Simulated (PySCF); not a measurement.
C₆H₁₁O₂ (doublet state).
SMILES with atom numbers: `[CH3:1][C:2](=[O:3])[O:4][CH:5][CH:6]([CH3:7])[CH3:8]` (hydrogens: H9, H10, H11 on C1; H12 on C5; H13 on C6; H14, H15, H16 on C7; H17, H18, H19 on C8)

Geometry (GFN2-xTB, Å), atoms numbered from 1 in this order:
```
atom  x, y, z in Å
C1     3.4945   -0.2397   -0.1258
C2     2.2748    0.4412    0.4310
O3     2.2631    1.3614    1.2155
O4     1.1477   -0.1188   -0.0696
C5    -0.0612    0.3417    0.2986
C6    -1.2717   -0.2935   -0.2679
C7    -2.0948    0.7341   -1.0598
C8    -2.1343   -0.8939    0.8527
H9     3.4756   -1.2963    0.1331
H10    3.5006   -0.1559   -1.2105
H11    4.3851    0.2249    0.2855
H12   -0.1012    1.1627    0.9962
H13   -0.9527   -1.0942   -0.9425
H14   -2.9831    0.2618   -1.4717
H15   -2.4033    1.5488   -0.4095
H16   -1.5079    1.1450   -1.8772
H17   -1.5760   -1.6473    1.4025
H18   -3.0225   -1.3574    0.4306
H19   -2.4426   -0.1154    1.5460
```

The hyperfine couplings belong to this conformer and change with its torsions.

Theory: PySCF, UKS B3LYP, pcH-1 on C H O, non-relativistic, mean-field spin-orbit, GIAO. The structure is a single GFN2-xTB conformer in the gas phase; no vibrational or solvent corrections. The geometry wasn't refined by DFT: couplings that depend on bond lengths, twists or pyramidal angles can differ widely from those at the functional's own minimum. Stability of the SCF solution: not tested.

Predict the first-order ENDOR lines of H12, H9/H10/H11, H14 (×6) and H13 under fast tumbling at B = 337.9 mT (X band).

For S = 1/2 in fast tumbling each set of equivalent nuclei gives two lines, ν± = |νn ± a/2| to first order, with νn = g_N μN B/h and μN/h = 7.62259 MHz/T.

| nuclei | isotope | g_N | νn (MHz) | a_iso (MHz) | lower line (MHz) | upper line (MHz) |
| --- | --- | --- | --- | --- | --- | --- |
| H12 | 1H | 5.5857 | 14.39 | -65.41 | 18.32 | 47.09 |
| H9/H10/H11 | 1H | 5.5857 | 14.39 | 5.78 | 11.49 | 17.28 |
| H14 (×6) | 1H | 5.5857 | 14.39 | 4.43 | 12.17 | 16.60 |
| H13 | 1H | 5.5857 | 14.39 | 2.66 | 13.06 | 15.72 |

Which pairs are centred on the nuclear Larmor frequency, and which on half the coupling?

Centred on νn, since |a| < 2νn: H9/H10/H11, H14 (×6) and H13. Centred on |a|/2 and split by 2νn: H12.

Class means assume fast exchange of nuclei equivalent by connectivity; if that motion is slow, each nucleus keeps its own coupling. The six 1H nuclei of mean +4.4 MHz run from -1.8 to 16.8 MHz in the frozen geometry. The three 1H nuclei of mean +5.8 MHz run from -0.7 to 9.0 MHz in the frozen geometry.

The Mulliken spin populations are largest on C5 (+0.94) and C6 (-0.08). No atom but C5 exceeds +0.15. The positive populations add up to 1.13 and the negative ones to -0.13, together 2S = 1. The angles at C5 add up to 360.0°, so it is planar; its axial dipolar tensor and the negative coupling of its proton fit spin in a p orbital normal to that plane.
